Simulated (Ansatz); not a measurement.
Input file for Ansatz (a program for electronic structure): RO-CCSD(T)/def2-TZVPP on InP, 2S+1 = 3, a point of a bond scan (R = 2.674 Å). Elements past Kr take the def2 small-core potentials; no spin–orbit coupling. The run froze 14 orbitals, filled d shells among them.

Ansatz 0.2 input:
```yaml
crystal:
  periodic: [false, false, false]
  atoms:
    - {symbol: In, position_ang: [-0.00000000, -0.00000000, -0.62680193]}
    - {symbol: P, position_ang: [0.00000000, 0.00000000, 2.04755299]}
basis:
  gaussian:
    orbitals: def2-TZVPP
    pivot_positions_ang: [[-0.00000000, -0.00000000, -0.62680193], [0.00000000, 0.00000000, 2.04755299]]
magnetization: {spin_polarized: false, initial_magnetization: 2}
correlation: {method: ccsd_t, electrons: outside_noble_gas}
scf: {omitted_lower_state_checks: [cluster_reference]}
output: {orbitals: {seedname: ./end}}
```

Problem. What total energy does the run end on?

Solution. -530.1284 hartree (reference determinant -529.9450, T1 diagnostic 0.022).

Problem. How many basis functions does it have, and what does it roughly cost on one machine?

Solution. 92 functions; about 17 core-seconds (a rough figure).
